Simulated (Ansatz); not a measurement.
`O[CH2][GeH2][SiH3]` and `O[BH][GeH2][CH2]O` differ in one atom or group.

Ansatz, PBE0-D4/def2-TZVP geometries, multiplicity 1. Each molecule was computed in one conformer, which needn't be the lowest.

Scalar relativity is left out up to krypton.

```csv
property,`O[CH2][GeH2][SiH3]`
size of the dipole moment (ωB97M-V/def2-TZVPP) / D,1.78
size of the dipole moment (PBE/def2-TZVPP) / D,1.77
HOMO–LUMO gap (PBE/def2-TZVPP) / eV,5.94
HOMO energy (PBE0/def2-TZVPP) / eV,-7.97
LUMO energy (B3LYP/def2-TZVPP) / eV,0.08
LUMO energy (ωB97M-V/def2-TZVPP) / eV,1.93
```

What does the change do to each property? (Best estimate.)

Ansatz gave: 
```csv
property,`O[BH][GeH2][CH2]O`,shift
size of the dipole moment (ωB97M-V/def2-TZVPP) / D,3.23,1.45
size of the dipole moment (PBE/def2-TZVPP) / D,3.00,1.23
HOMO–LUMO gap (PBE/def2-TZVPP) / eV,3.60,-2.34
HOMO energy (PBE0/def2-TZVPP) / eV,-6.97,1.00
LUMO energy (B3LYP/def2-TZVPP) / eV,-1.24,-1.32
LUMO energy (ωB97M-V/def2-TZVPP) / eV,0.92,-1.01
```

With PBE0 the HOMO rises by 1.00 eV and the LUMO falls by 1.32 eV, so the gap narrows by about 2.32 eV. PBE moves the HOMO by 0.88 eV and ωB97M-V by 0.83 eV. Dipoles are sizes alone; their direction can turn.

B3LYP here is the variant with VWN-RPA as its local correlation; programs differ in this.
